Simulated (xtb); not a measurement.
xtb input (GFN1-xTB):

```bash
xtb mol.xyz --gfn 1 --opt tight --chrg 1 --uhf 0
```
mol.xyz:
```
2

Be    -0.00000000    -0.00000000    -1.39842396
Cl     0.00000000     0.00000000     0.32904093
```

End of the output:

```
         :::::::::::::::::::::::::::::::::::::::::::::::::::::
         ::                     SUMMARY                     ::
         :::::::::::::::::::::::::::::::::::::::::::::::::::::
         :: total energy              -4.513559581378 Eh    ::
         :: gradient norm              0.000133496582 Eh/a0 ::
         :: HOMO-LUMO gap              2.124300250155 eV    ::
         ::.................................................::
         :: SCC energy                -4.541821031305 Eh    ::
         :: -> electrostatic           0.141341278292 Eh    ::
         :: repulsion energy           0.028644361207 Eh    ::
         :: dispersion energy         -0.000382911280 Eh    ::
         :: halogen bond corr.         0.000000000000 Eh    ::
         :: add. restraining           0.000000000000 Eh    ::
         :: total charge               1.000000000000 e     ::
         :::::::::::::::::::::::::::::::::::::::::::::::::::::

           -------------------------------------------------
          |                Property Printout                |
           -------------------------------------------------

    * Orbital Energies and Occupations

         #    Occupation            Energy/Eh            Energy/eV
      -------------------------------------------------------------
         1        2.0000           -1.1731657             -31.9235
         2        2.0000           -0.7310510             -19.8929
         3        2.0000           -0.7144333             -19.4407
         4        2.0000           -0.7144333             -19.4407 (HOMO)
         5                         -0.6363667             -17.3164 (LUMO)
         6                         -0.4949730             -13.4689
         7                         -0.4949730             -13.4689
         8                         -0.3192494              -8.6872
         9                         -0.3066620              -8.3447
        10                         -0.3066620              -8.3447
        11                         -0.2748495              -7.4790
        12                         -0.2748495              -7.4790
        13                          0.0069521               0.1892
      -------------------------------------------------------------
                  HL-Gap            0.0780666 Eh            2.1243 eV
             Fermi-level           -0.6754000 Eh          -18.3786 eV

  Mulliken/CM5 charges         n(s)   n(p)   n(d)
     1Be    0.85395  0.99655   0.386  0.760  0.000
     2Cl    0.14605  0.00345   1.912  4.948 -0.006

Wiberg/Mayer (AO) data.
largest (>0.10) Wiberg bond orders for each atom

 ---------------------------------------------------------------------------
     #   Z sym  total        # sym  WBO       # sym  WBO       # sym  WBO
 ---------------------------------------------------------------------------
     1   4 Be   1.851 --     2 Cl   1.851
     2  17 Cl   1.851 --     1 Be   1.851
 ---------------------------------------------------------------------------

Topologies differ in total number of bonds
Writing topology from bond orders to xtbtopo.mol

 dipole moment from electron density (au)
     X       Y       Z
   0.0000  -0.0000  -3.0131  total (Debye):    7.659

           -------------------------------------------------
          |                Geometry Summary                 |
           -------------------------------------------------

      molecular mass/u    :       44.4651206
   center of mass at/Å    :       -0.0000000       0.0000000      -0.0159978
  moments of inertia/u·Å² :        0.0000000E+00   0.2186936E+02   0.2186936E+02
rotational constants/cm⁻¹ :             Infinity   0.7708335E+00   0.7708335E+00

 * 1 selected distances

     #   Z          #   Z                                           value/Å
     0   0          0   0                                         0.0000000 (max)

 * 0 distinct bonds (by element types)

   Z      Z             #   av. dist./Å        max./Å        min./Å

optimized geometry written to: xtbopt.xyz

           -------------------------------------------------
          | TOTAL ENERGY               -4.513559581378 Eh   |
          | GRADIENT NORM               0.000133496582 Eh/α |
          | HOMO-LUMO GAP               2.124300250155 eV   |
           -------------------------------------------------
Note: The following floating-point exceptions are signalling: IEEE_DIVIDE_BY_ZERO IEEE_DENORMAL
normal termination of xtb

------------------------------------------------------------------------
------------------------------------------------------------------------
 total:
 SCF:
 ANC optimizer:
```
